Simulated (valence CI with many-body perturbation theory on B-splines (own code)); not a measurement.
## Sc¹⁵⁺: fill in the table

Calculated by configuration interaction combined with many-body perturbation theory (CI+MBPT): four valence electrons over a frozen Dirac-Fock core [He], a basis of 11 s, 11 p, 10 d, 8 f, 5 g, 2 h functions for each j, with the one-electron correlation potential Σ1 (screened to all orders), the two-electron term Σ2, the three-electron term Σ3, Breit, model QED; selected single and double excitations, second order for the rest, scaled by the run's own slope (own B-spline code, finite nucleus).

No measured levels were compared; by estimate levels of excited configurations hold to 0.05 to 0.15 % of their energy, terms of the ground configuration to about 0.5 %. Among the levels kept, up to 890 cm⁻¹ of a level comes from second order outside the variational space, and about a tenth of that is noise between levels of different J, which matters for small intervals.

| Level | E (cm⁻¹) |
| --- | --- |
| 2s²2p² ³P_0 | 0 |
| 2s²2p² ³P_1 | ? |
| 2s²2p² ³P_2 | ? |
| 2s²2p² ¹D_2 | ? |
| 2s²2p² ¹S_0 | 218890 |
| 2s2p³ ⁵S°_2 | 303320 |
| 2s2p³ ³D°_2 | 536740 |
| 2s2p³ ³D°_1 | 537850 |
| 2s2p³ ³D°_3 | 542150 |
| 2s2p³ ³P°_0 | 628890 |
| 2s2p³ ³P°_1 | ? |
| 2s2p³ ³P°_2 | 634700 |
| 2s2p³ ³S°_1 | ? |
| 2s2p³ ¹D°_2 | 786280 |
| 2s2p³ ¹P°_1 | 877650 |
| 2p⁴ ³P_2 | 1188200 |
| 2p⁴ ³P_1 | 1221600 |
| 2p⁴ ³P_0 | ? |
| 2p⁴ ¹D_2 | 1286000 |
| 2p⁴ ¹S_0 | 1452100 |

(1) The levels stand in rising order. What does the calculation give for the missing energies?

Answers

(1) 2s²2p² ³P_1 22950; 2s²2p² ³P_2 45035; 2s²2p² ¹D_2 123540; 2s2p³ ³P°_1 630560; 2s2p³ ³S°_1 782810; 2p⁴ ³P_0 1228100.
